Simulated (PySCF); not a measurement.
SMILES C[Si](O)([GeH3])[GeH3] (CH10Ge2OSi), GFN2-xTB optimised geometry.

```
15

C     -1.29     1.03     0.00
Si    -0.63    -0.74     0.00
O     -1.20    -1.37     1.39
Ge     1.72    -0.74     0.00
Ge    -1.48    -1.94    -1.84
H     -0.97     1.56    -0.90
H     -0.93     1.59     0.86
H     -2.38     1.05     0.03
H     -1.02    -2.27     1.66
H      2.35    -1.26    -1.26
H      2.37    -1.59     1.07
H      2.38     0.59     0.18
H     -2.47    -1.21    -2.70
H     -0.45    -2.39    -2.83
H     -2.20    -3.22    -1.51
```

Density from PySCF with B3LYP/def2-TZVP at that geometry.

Minimum of the electron density along straight lines between bonded atoms, close to the bond critical point (lines longer than 1.1 times the sum of covalent radii, or with two minima, are not listed):

```json
[
 {"bond": "C1–Si2", "length / Å": "1.895", "ρ at the minimum / e bohr⁻³": "?", "∇²ρ there / e bohr⁻⁵": "?", "position (fraction from the first atom)": "0.61"},
 {"bond": "Si2–O3", "length / Å": "1.631", "ρ at the minimum / e bohr⁻³": "0.141", "∇²ρ there / e bohr⁻⁵": "?", "position (fraction from the first atom)": "0.41"},
 {"bond": "Si2–Ge4", "length / Å": "2.355", "ρ at the minimum / e bohr⁻³": "0.095", "∇²ρ there / e bohr⁻⁵": "-0.17", "position (fraction from the first atom)": "0.43"},
 {"bond": "Si2–Ge5", "length / Å": "2.355", "ρ at the minimum / e bohr⁻³": "0.095", "∇²ρ there / e bohr⁻⁵": "-0.17", "position (fraction from the first atom)": "0.43"},
 {"bond": "C1–H6", "length / Å": "1.087", "ρ at the minimum / e bohr⁻³": "0.276", "∇²ρ there / e bohr⁻⁵": "-0.93", "position (fraction from the first atom)": "0.64"},
 {"bond": "C1–H7", "length / Å": "1.086", "ρ at the minimum / e bohr⁻³": "0.277", "∇²ρ there / e bohr⁻⁵": "-0.93", "position (fraction from the first atom)": "0.64"},
 {"bond": "C1–H8", "length / Å": "1.086", "ρ at the minimum / e bohr⁻³": "0.277", "∇²ρ there / e bohr⁻⁵": "-0.93", "position (fraction from the first atom)": "0.64"},
 {"bond": "O3–H9", "length / Å": "0.953", "ρ at the minimum / e bohr⁻³": "0.362", "∇²ρ there / e bohr⁻⁵": "-2.49", "position (fraction from the first atom)": "0.81"},
 {"bond": "Ge4–H10", "length / Å": "1.502", "ρ at the minimum / e bohr⁻³": "0.139", "∇²ρ there / e bohr⁻⁵": "0.10", "position (fraction from the first atom)": "0.60"},
 {"bond": "Ge4–H11", "length / Å": "1.505", "ρ at the minimum / e bohr⁻³": "0.138", "∇²ρ there / e bohr⁻⁵": "0.10", "position (fraction from the first atom)": "0.60"},
 {"bond": "Ge4–H12", "length / Å": "1.500", "ρ at the minimum / e bohr⁻³": "0.139", "∇²ρ there / e bohr⁻⁵": "0.10", "position (fraction from the first atom)": "0.60"},
 {"bond": "Ge5–H13", "length / Å": "1.500", "ρ at the minimum / e bohr⁻³": "0.139", "∇²ρ there / e bohr⁻⁵": "0.10", "position (fraction from the first atom)": "0.60"},
 {"bond": "Ge5–H14", "length / Å": "1.502", "ρ at the minimum / e bohr⁻³": "0.139", "∇²ρ there / e bohr⁻⁵": "0.10", "position (fraction from the first atom)": "0.60"},
 {"bond": "Ge5–H15", "length / Å": "1.505", "ρ at the minimum / e bohr⁻³": "0.138", "∇²ρ there / e bohr⁻⁵": "0.10", "position (fraction from the first atom)": "0.60"}
]
```

### Question
Complete the blanks.

### Answer

- C1–Si2, ρ at the minimum / e bohr⁻³: 0.120
- C1–Si2, ∇²ρ there / e bohr⁻⁵: 0.13
- Si2–O3, ∇²ρ there / e bohr⁻⁵: 0.87
